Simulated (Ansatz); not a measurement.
The cluster Ga2Se3. Total charge 0; quintet. Geometry r2SCAN-D4/def2-SVP; atoms count from 1.

```xyz
5

Ga    1.338   -0.457    0.029
Ga   -1.645   -0.494    0.548
Se   -0.534   -1.276   -1.443
Se    0.814    1.649   -1.047
Se    0.027    0.577    1.914
```

At PBE0-D4/def2-TZVP a singlet of charge 0 lies 1.98 eV below the quintet, each at its own geometry. The structure comes from a short search, and lower isomers may exist.

Q: Estimate the Mulliken populations from the PBE0/def2-TZVP orbitals of Ansatz.

A: 
| atom | charge (e) | spin (α − β) |
| --- | --- | --- |
| Ga1 | 0.33 | 0.58 |
| Ga2 | 0.36 | 0.58 |
| Se3 | -0.29 | 0.70 |
| Se4 | -0.11 | 1.44 |
| Se5 | -0.29 | 0.70 |
Mulliken values depend strongly on the basis.

Q: Where does the spin sit?

A: Summed by element: Ga 1.16, Se 2.84, of 4 unpaired in all. Largest on single atoms: Se4 1.44, Se3 0.70, Se5 0.70.

Q: And the Mayer bond orders between heavy atoms (over 0.3)?

A: Ga1–Se3 0.71 (2.52 Å); Ga1–Se4 0.83 (2.42 Å); Ga1–Se5 0.71 (2.52 Å); Ga2–Se3 0.95 (2.41 Å); Ga2–Se5 0.96 (2.41 Å); Se3–Se4 0.39 (3.25 Å); Se4–Se5 0.39 (3.25 Å).
